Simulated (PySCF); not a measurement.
A PySCF script (with the pyscf-properties extension) for the NMR shieldings of `C1(SC)=CC(O[SiH3])=CC1`, C6H10OSSi, on a GFN2-xTB geometry:

```python
import basis_set_exchange as bse
import numpy as np
from pyscf import gto, dft
from pyscf.prop import nmr

atoms = """
C    -3.323578    1.421805   -0.036433
S    -3.033131   -0.360045    0.146054
C    -1.295380   -0.438658    0.046272
C    -0.390593    0.551450   -0.065682
C     0.932122   -0.044885   -0.126542
O     2.026519    0.724006   -0.242876
Si    3.606024    0.356741   -0.362500
C     0.837033   -1.383932   -0.054211
C    -0.601939   -1.767298    0.064410
H    -2.905320    1.759477   -0.979834
H    -4.400127    1.558791   -0.031986
H    -2.876172    1.950125    0.799870
H    -0.556726    1.610620   -0.106860
H     3.859839   -0.472557   -1.542162
H     4.068526   -0.358860    0.828397
H     4.143116    1.703485   -0.475244
H     1.644770   -2.089730   -0.072388
H    -0.810996   -2.316498    0.984837
H    -0.933789   -2.394786   -0.765420
"""
names = dict.fromkeys(["C", "S", "O", "Si", "H"], "pcSseg-1")
basis = {el: gto.basis.parse(bse.get_basis(n, elements=[el], fmt="nwchem")) for el, n in names.items()}
mol = gto.M(atom=atoms, basis=basis, charge=0, verbose=0)
mf = dft.RKS(mol, xc="PBE0")
mf.grids.level = 2
mf.grids.alignment = dft.numint.BLKSIZE   # the property module wants whole blocks of grid points
mf.conv_tol = 1e-9
mf.kernel()

calc = nmr.RKS(mf)   # GIAO
C = mf.mo_coeff
Co = C[:, mf.mo_occ > 0]
resp = mf.gen_response(singlet=True, hermi=2)
def vind(x):   # induced exchange potential for any number of trial vectors
    d = np.einsum("pi,xij,qj->xpq", C, 2 * x.reshape(-1, C.shape[1], Co.shape[1]), Co, optimize=True)
    return np.einsum("xpq,pi,qj->xij", resp(d - d.transpose(0, 2, 1)), C, Co, optimize=True).ravel()
mo1, _ = nmr.rhf.solve_mo1(calc, with_cphf=vind)
sigma = calc.kernel(mo1)
for i, s in enumerate(sigma):   # ppm
    w = np.linalg.eigvalsh((s + s.T) / 2)
    print("%2d %-2s iso %8.1f  s11 %8.1f  s22 %8.1f  s33 %8.1f" % (i, mol.atom_pure_symbol(i), w.mean(), *w))
```

Problem. What does it print?

Solution. 
```
 0 C  iso    166.6  s11    155.5  s22    160.3  s33    184.1
 1 S  iso    486.4  s11    292.1  s22    466.0  s33    701.0
 2 C  iso     29.0  s11    -62.3  s22     16.8  s33    132.3
 3 C  iso     60.7  s11    -23.5  s22     66.3  s33    139.3
 4 C  iso     20.3  s11    -72.1  s22     49.1  s33     83.9
 5 O  iso    250.4  s11    151.2  s22    256.4  s33    343.5
 6 Si iso    390.4  s11    351.0  s22    353.0  s33    467.2
 7 C  iso     84.8  s11     10.2  s22     93.7  s33    150.5
 8 C  iso    144.6  s11    133.0  s22    138.1  s33    162.6
 9 H  iso     29.3  s11     25.0  s22     27.1  s33     36.0
10 H  iso     29.5  s11     24.3  s22     26.6  s33     37.5
11 H  iso     29.2  s11     24.8  s22     26.8  s33     36.1
12 H  iso     26.0  s11     22.9  s22     24.3  s33     30.8
13 H  iso     26.7  s11     23.7  s22     25.0  s33     31.3
14 H  iso     26.7  s11     23.6  s22     25.0  s33     31.4
15 H  iso     26.8  s11     22.8  s22     25.5  s33     32.1
16 H  iso     26.6  s11     23.9  s22     27.1  s33     28.9
17 H  iso     28.6  s11     23.5  s22     28.1  s33     34.3
18 H  iso     28.7  s11     23.6  s22     28.1  s33     34.3
```

These numbers come from an equivalent density-fitted implementation of the same equations, which agrees with the script to about 0.01 ppm for H and up to a few tenths of a ppm for heavy atoms, so last digits may differ.

Problem. Turn these shieldings into chemical shifts. References, each an isolated molecule treated in the same way: 13C (σ = 186.93 ppm), 29Si (σ = 349.16 ppm), 1H (σ = 31.72 ppm) vs TMS; 33S (σ = 503.73 ppm) against CS2; 17O (σ = 336.08 ppm) vs H2O.

Solution. Averaging equivalent atoms: C 4: 166.6; C 2: 158.0; C 3: 126.2; C 7: 102.1; C 8: 42.3; C 0: 20.3; S 1: 17; O 5: 85.7; Si 6: -41.2; H 12: 5.74; H 16: 5.10; H 13/14/15: 5.01; H 17/18: 3.06; H 9/10/11: 2.37 ppm. Experimental scales use liquid or dissolved standards, which lie at an offset from isolated H2O (liquid H2O: subtract about 36 ppm).

Size and cost of the density-fitted run: 217 basis functions, 64 s wall time on 1 thread of an Arm Neoverse V1, shared host; peak memory 1 GiB.
